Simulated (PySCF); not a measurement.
(1Z)-1,2-difluorobuta-1,3-diene (C₄H₄F₂), SMILES C=C/C(F)=C/F.

Geometry: PBE0-D3(BJ)/def2-SVP. One conformer was computed; it need not be the lowest.

Two levels are set side by side: PBE/def2-TZVP (PySCF) and CAM-B3LYP/def2-TZVP (PySCF). Same geometry, gas phase. Differences are taken from unrounded values.

```csv
quantity,CAM-B3LYP,PBE,PBE minus CAM-B3LYP
orbital gap (eV),8.15,3.82,-4.34
highest occupied level (eV),-8.11,-5.73,2.37
lowest empty level (eV),0.05,-1.92,-1.97
dipole moment (D),2.37,1.98,-0.39
mean polarisability (bohr³),53.4,55.2,1.8
```

PBE's occupied levels lie high since its potential decays too fast outside the molecule; exact exchange lowers them and widens the gap. Loosely held outer electrons make PBE densities more polarisable. Differences between two approximate levels are no errors against the true value.

Rough cost on one machine, each run with all the roots and properties that it gave: CAM-B3LYP against PBE within a factor of 2.
